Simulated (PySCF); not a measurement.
singlet methylene (CH₂), singlet, geometry from GFN2-xTB, atoms displaced at random by about 0.02 Å a coordinate. Base run: B3LYP/3-21G (PySCF).

Input for PySCF:
```python
from pyscf import gto, scf, dft
from pyscf.geomopt import geometric_solver

mol = gto.Mole()
mol.atom = '''
    C    -0.020386    0.031940    0.132808
    H     0.039843    0.918785   -0.499435
    H    -0.017333   -0.902792   -0.483828
'''
mol.basis = '3-21g'
mol.charge = 0
mol.spin = 0
mol.verbose = 3
mol.build()

def method(m):
    mf = dft.RKS(m)
    mf.xc = 'b3lyp'
    return mf

conv, mol_eq = geometric_solver.kernel(method(mol), maxsteps=100)
print('optimisation converged:', conv)
print(mol_eq.tostring(format='xyz'))
mf = method(mol_eq)
mf.kernel()
```

The base run was repeated with changes; each row names its change, and settings that it needs were set with it.

```
change                       ΔE vs base (kcal/mol)  optimiser steps
---------------------------  ---------------------  ---------------
base                                         0.000                5
convergence_set = GAU_LOOSE                  0.000                5
convergence_set = TURBOMOLE                  0.000                5
coordsys = prim                              0.000                5
coordsys = dlc                               0.000                5
trust = 0.02                                 0.000                5
convergence_set = GAU_TIGHT                  0.000                6
```
